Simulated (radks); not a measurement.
The numbers below are computed, except where a source is named.
The nuclear charge of neutral tin is varied continuously with 50 electrons held in [Kr] 4d10 5s2 5p2. Code: a radial shooting solver on a logarithmic mesh with Libxc functionals. Model: Dirac Kohn-Sham, LDA (Slater exchange, Perdew-Wang correlation), spin-unpolarised, spherical densities, point nucleus; open shells are shared between the two j in proportion to 2j + 1. By the Hellmann-Feynman theorem dE/dZ = E(electron-nucleus)/Z, the electronic potential at the nucleus.

| Z | E (hartree) | E(electron-nucleus)/Z (hartree) | HOMO | e(HOMO) (eV) | <r> HOMO (bohr) |
|---|---|---|---|---|---|
| 49.75 | -6098.96720 | -297.733 | 5p3/2 | -2.057 | 3.522 |
| 50 | -6173.66314 | -299.834 | 5p3/2 | -3.724 | 3.273 |
| 50.25 | -6248.88425 | -301.934 | 5p3/2 | -5.570 | 3.083 |
| 50.5 | -6324.63023 | -304.034 | 5p3/2 | -7.573 | 2.929 |
| 50.75 | -6400.90101 | -306.133 | 5p3/2 | -9.716 | 2.800 |
| 51 | -6477.69667 | -308.233 | 5p3/2 | -11.989 | 2.689 |

The central difference of E at Z = 50 is -299.834 hartree, to compare with the third column; the second derivative is -8.4 hartree.
